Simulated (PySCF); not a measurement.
**State search for ZnIn**

Unrestricted PBE0; Zn def2-SVP, In def2-SVP with ECP28; scalar-relativistic core potentials (PySCF 2.14). Outer shells of the fragments: Zn 3d10 4s2; In 4d10 5s2 5p1.

Followed along the bond (rough minima from three points):

```tsv
2Ms+1	unpaired	⟨S²⟩ at the start	R at minimum (Å)	Te (eV)
2	π ↑	0.75	2.86	0.00
2	σ ↑	0.76	3.30	0.22
4	σ ↑↑, π ↑	3.75	2.63	2.31
```

Solutions found at the starting distance of 2.580 Å, counted from the lowest of them; the search is not exhaustive and high or unbound solutions are not listed, so other states can lie among these:

| 2Ms+1 | unpaired | term | E (eV) | ⟨S²⟩ | ⟨Lz²⟩ | μ (D) |
| --- | --- | --- | --- | --- | --- | --- |
| 2 | π ↑ | ²Π | 0.00 | 0.75 | 1.00 | -1.43 |
| 2 | σ ↑ | ²Σ⁺ | 0.52 | 0.76 | 0.00 | 0.67 |
| 4 | σ ↑↑, π ↑ | ⁴Π | 2.22 | 3.75 | 1.00 | -1.81 |
| 4 | σ ↑, π ↑↑ | ⁴Σ⁻ | 2.23 | 3.76 | 0.00 | -3.37 |
| 2 | σ ↑↑, π ↓ | mixed | 2.64 | 1.76 | 1.00 | -2.16 |
| 2 | σ ↑, π ↑↓ | mixed | 2.71 | 1.76 | 2.01 | -3.43 |

A term symbol is given only where ⟨S²⟩ and ⟨Lz²⟩ are close to those of a pure state; real π, δ and φ orbitals otherwise mix terms. A positive dipole means Zn(−)In(+).

Question: Compare the gap between the two lowest followed solutions at the starting distance with the gap between their minima.

Answer: At PBE0 the second solution (doublet, unpaired electrons σ ↑) lies +0.52 eV from the first (doublet, unpaired electrons π ↑) at 2.580 Å and +0.22 eV at the minima; the two curves relax by different amounts, since their minima lie near 3.30 and 2.86 Å.

Spin–orbit coupling is left out. Counting both spins, an empty level lies below a filled one in some of these solutions, because spin and occupation are held.
